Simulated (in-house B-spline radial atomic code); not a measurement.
Results of a calculation; reference values are marked as such.
Making a Troullier-Martins p channel for Te, r_c = 2.48 bohr

Te, [Kr] 4d10 5s2 5p4, non-relativistic PBE, spherical and spin-unpolarised, from an all-electron radial atomic-structure program (B-spline basis) (atomic units). The all-electron 5p level is ε = -0.221165 hartree, its outermost node lies just inside 1.03 bohr and its outer maximum at 2.19 bohr.

Inside r_c the pseudo-orbital is u(r) = r^2 exp(p(r)), with p = c0 + c2 r² + c4 r⁴ + … + c12 r¹². The seven coefficients follow from p and its first four derivatives at r_c, from zero curvature of the screened potential at the origin, c4 = −c2²/(2l + 5), and from the norm inside r_c. At r_c the all-electron orbital has P = 0.6615105, P' = -0.1242926, the screened potential V = -0.6280888, V' = 0.6207545, V'' = -0.8094289, and the norm inside is Q = 0.4789748.

(1) What are p, p' and p'' at r_c?

For a trial c2 the five matching conditions are linear in c0, c6, c8, c10 and c12, and c2 is varied until the norm inside r_c equals Q. The root nearest zero gives:

```tsv
n	c_n
0	-1.47102
2	0.0465992
4	-0.0003102122
6	-0.02204846
8	0.005264325
10	-0.0004979235
12	1.746493e-05
```

(2) Check c4 and p(r_c), and find the screened pseudopotential at the origin.

Orbitals and screened potentials:

```csv
r (bohr),P,u,V all-electron,V pseudo
0.248,0.197,0.01417,-88.79,0.009629
0.62,-0.3086,0.08978,-16.63,-0.06425
0.992,-0.02682,0.2327,-5.792,-0.3771
1.364,0.3769,0.4258,-2.65,-0.8968
1.736,0.6035,0.6004,-1.464,-1.195
2.108,0.6785,0.6778,-0.929,-0.9651
2.48,0.6615,0.6615,-0.6281,-0.6281
```

Logarithmic derivatives P'/P at R = 2.78 bohr, for energies E around ε:

```json
{"E − ε (hartree)": "-0.5", "all-electron": "0.684256", "pseudo": "0.681108"}
{"E − ε (hartree)": "-0.25", "all-electron": "0.292561", "pseudo": "0.291012"}
{"E − ε (hartree)": "-0.1", "all-electron": "-0.0324026", "pseudo": "-0.0328039"}
{"E − ε (hartree)": "0", "all-electron": "-0.315745", "pseudo": "-0.315739"}
{"E − ε (hartree)": "0.1", "all-electron": "-0.687673", "pseudo": "-0.688582"}
{"E − ε (hartree)": "0.25", "all-electron": "-1.56722", "pseudo": "-1.58014"}
{"E − ε (hartree)": "0.5", "all-electron": "-7.49116", "pseudo": "-8.17168"}
```

(3) With P(R) = 0.6125577 and a norm of 0.601437 inside R, what slope in energy does norm conservation fix?

Results:

(1) p = ln(P/r_c^2) = ln(0.6615105/6.1504) = -2.22975. p' = P'/P − 2/r_c = -0.18789 − 0.80645 = -0.99434. The radial equation gives p'' = 2(V − ε) − 2(2) p'/r_c − p'² = -0.81385 − (-1.60378) − 0.98872 = -0.19879. Differentiating, p''' = 2V' + 2(2)p'/r_c² − 2(2)p''/r_c − 2p'p'' = 0.52012, and p'''' = 2V'' − 4(2)p'/r_c³ + 4(2)p''/r_c² − 2(2)p'''/r_c − 2p''² − 2p'p''' = -1.2395.

(2) −c2²/7 = -0.000310212, as listed. The terms c_n r_c^n are -1.47102, 0.28660, -0.01173, -5.12966, 7.53279, -4.38207, 0.94534, which sum to -2.22975. Inverting the radial equation, V_l(r) = ε + 2 p'/r + (p'' + p'²)/2, so V_l(0) = ε + (2l + 3) c2 = -0.221165 + 5 × (0.0465992) = 0.0118 hartree, finite where the all-electron potential diverges.

(3) d(P'/P)/dE = −2 × (norm inside R)/P(R)² = -3.2057 per hartree·bohr at E = ε, for both atoms, since orbital and norm agree at R. Differences over ±0.1 hartree give -3.2764 (all-electron) and -3.2789 (pseudo), which also hold third-order terms. Half a hartree below ε the two curves differ by -0.0031.
